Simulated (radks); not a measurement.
The numbers below are computed, except where a source is named.
Q: The mean radii <r> (bohr) of the occupied orbitals of an atom or ion are listed with their occupations. Level of theory: scalar-relativistic Kohn-Sham, LDA (Slater exchange, VWN5 correlation), spin-polarised, spherical densities, finite nucleus; Fermi nuclear charge, rms radius of each element as measured or else 0.836 A^(1/3) + 0.57 fm (a radial shooting solver on a logarithmic mesh with Libxc functionals).

orbital  occ.      <r>
1s up       1  0.02276
1s down     1  0.02276
2s up       1  0.09692
2s down     1  0.09692
2p up       3  0.08533
2p down     3  0.08533
3s up       1   0.2516
3s down     1   0.2515
3p up       3   0.2488
3p down     3   0.2488
3d up       5   0.2252
3d down     5   0.2251
4s up       1   0.5127
4s down     1   0.5126
4p up       1   0.5241

Name the element and its charge. Open shells, if any, are filled with parallel spins first.

A: Z = 62, samarium, charge +31: Sm31+ in [Ar] 3d10 4s2 4p1. The 1s radius gives Z: for a bare nucleus <r> = (2 gamma + 1)/(2Z) with gamma = sqrt(1 - (Z/c)^2), 0.02245 bohr for Z = 62, and screening makes it slightly larger (0.02276 here). The occupations add up to 31, and the charge is Z minus that.
